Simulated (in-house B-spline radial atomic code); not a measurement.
Configurations of I, with energies counted from [Kr] 4d10 5s2 5p5. All numbers are computed (scalar-relativistic (X2C) HSE06, spin-polarised, spherical fractional occupations, exact exchange averaged over the configuration; Fermi nucleus of rms radius 4.75 fm) with a B-spline radial code for spherical atoms, not measured. Shells without spins written out take the highest spin.

Occupations are held fixed; configurations that lie above the ionisation limit could autoionise.

```
                    configuration  E - E(ref) (eV)  highest orbital  its <r> (bohr)
            [Kr] 4d10 4f1 5s1 5p5           20.842            4f up           16.67
             [Kr] 4d9 5s2 5p5 6p1           55.614            6p up           7.963
             [Kr] 4d9 5s2 5p5 5f1           57.441            5f up           28.21
             [Kr] 4d9 5s2 5p5 6f1           57.622            6f up           42.16
[Ar] 3d9 4s2 4p6 4d10 5s2 5p5 6s1           625.46            6s up           5.837
```

(1) Order these further configurations by energy, lowest first.
A. [Ar] 3d9 4s2 4p6 4d10 5s2 5p5 5d1
B. [Ar] 3d9 4s2 4p6 4d10 5s2 5p5 6f1
C. [Kr] 4d10 5s2 5p4 5f1
D. [Kr] 4d10 5s2 5p4 5d1
E. [Kr] 4d10 5s1 5p5 6p1

Results:

(1) D (8.3421 eV), C (9.9084 eV), E (19.326 eV), A (626.98 eV), B (628.76 eV).
